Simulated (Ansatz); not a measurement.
`CC1CCC(=O)O1`, charge 0, multiplicity 1.

Question: Give a relaxed structure at PBE0-D4/def2-TZVP (Ansatz 0.2.0). (Best estimate.)

Answer: The calculation gave: 
Cartesian coordinates in Å:
```
C -0.0935 -1.4717 -1.0501
C -0.4305 -0.0145 -0.8315
C -0.9307 0.3068 0.5803
C 0.3467 0.6925 1.3048
C 1.2548 1.1776 0.1960
O 2.2656 1.8042 0.2894
O 0.7538 0.7832 -0.9940
H 0.3884 -1.6111 -2.0189
H -1.0035 -2.0757 -1.0257
H 0.5841 -1.8397 -0.2752
H -1.1309 0.3260 -1.5968
H -1.6200 1.1530 0.5504
H -1.4546 -0.5387 1.0268
H 0.2336 1.4681 2.0603
H 0.8366 -0.1599 1.7841
```
This is one stationary point; other conformers may exist.
